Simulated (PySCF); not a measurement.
Molecule: C2H9Si2, charge 0, multiplicity 2. It need not be the lowest isomer of its formula. SMILES: C[Si](C)[SiH3]
Geometry: optimised at B3LYP-D3(BJ)/def2-TZVP (Ansatz).

Dispersion corrections to the total energy (kcal/mol) from the dftd3 and dftd4 libraries through PySCF: D3(BJ) without and D4 with the three-body term, each with the damping fitted for the functional named.

```csv
functional,D3(BJ),D4
HF,…,-21.78
CAM-B3LYP,-5.89,-5.73
B2GP-PLYP,-5.80,-2.83
PBE,…,-6.54
PBE0,-6.11,-5.59
r2SCAN,…,-1.65
BHLYP,-10.10,-8.46
```

Problem. What belongs in the gaps?

Solution. 
- HF, D3(BJ): -51.64
- PBE, D3(BJ): -6.78
- r2SCAN, D3(BJ): -2.00
